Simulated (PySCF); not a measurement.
# Core-level binding energies of `CCC[N+](C)(C)[AlH3-]`

C5H16AlN.
Numbering: `[CH3:1][CH2:2][CH2:3][N+:4]([CH3:5])([CH3:6])[AlH3-:7]`

Method: delta-SCF UKS SCAN, pcX-2 on the ionised atom, pcseg-1 elsewhere, spin-free X2C in PySCF 2.14.0. These are vertical core ionisation energies against the vacuum level, from separate self-consistent calculations with and without the core hole.

Give the core binding energies atom by atom.

```
atom(s)                    environment  level  binding energy (eV)  above the level's lowest (eV)  count
     C1                  methyl carbon   C 1s               290.91                          +0.03      1
     C2               chain CH2 carbon   C 1s               290.88                           0.00      1
     C3   sp3 carbon bound to nitrogen   C 1s               291.87                          +0.99      1
     N4  nitrogen bonded to Al and 3 C   N 1s               406.29                           0.00      1
  C5/C6                N-methyl carbon   C 1s               291.99                          +1.11      2
    Al7  aluminium bonded to N and 3 H  Al 1s              1565.10                           0.00      1
```

The listed C 1s values span 1.11 eV, from C2 (bonded to 2 C and 2 H) to C5/C6 (bonded to N and 3 H). The widest gap between neighbouring values is 0.96 eV, between 290.91 and 291.87 eV. Summing the Pauling electronegativity differences to the bonded atoms, each weighted by its formal bond order, gives -0.70 for the lowest site and -0.56 for the highest; the largest sum, -0.21, belongs to C3, 0.12 eV below the top. The smallest sum, -1.05, belongs to C1, 0.03 eV above the lowest. The values 290.88 and 290.91 eV lie too close for their order to be trusted.

What is the longest wavelength that can ionise C 1s of C2 vertically?

λ = hc/E = 12398.42 eV Å / 290.88 eV = 42.624 Å.

Topologically equivalent atoms share the value of their first member; where this conformer doesn't relate them by symmetry, their own values could differ. One conformer (not necessarily the lowest) at the PBE0-D3(BJ)/def2-SVP geometry, without solvent, vibrations or thermal averaging.

Time: 2.3 min; peak memory 0.83 GiB. Hardware: an Arm Neoverse V1 with one thread, shared host with 32 logical CPUs at a one-minute load of 16.

The values belong to the conformer `[CH3:1][CH2:2][CH2:3][N+:4]([CH3:5])([CH3:6])[AlH3-:7]`: C1–C2–C3–N4 176°, C2–C3–N4–C5 -177°.
